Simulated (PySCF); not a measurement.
# Electron correlation in Pt (platinum, neutral)

[Xe] 4f14 5d9 6p1, one real determinant (an excited configuration). Calculation: PySCF 2.14, in ANO-RCC-VTZP; scalar relativity by spin-free X2C-1e. Frozen: [Kr] 4d10 4f14; 18 electrons correlated.

```json
{"level": "CCSD", "correlation energy (mhartree)": "-507.14"}
{"level": "(T)", "correlation energy (mhartree)": "-20.96"}
{"level": "CCSD(T)", "correlation energy (mhartree)": "-528.10"}
```

Diagnostics: T1 = 0.0092, D1 = 0.0247, largest double amplitude 0.065.

Question: Is a single reference adequate?

Answer: Yes, within this model without spin-orbit coupling: T1 lies below 0.03 and no double amplitude reaches 0.07.

The basis was made for the ground configuration and has no added diffuse functions, which can raise the energy of the promoted electron.

The reference is one real determinant that mixes LS terms of this configuration.
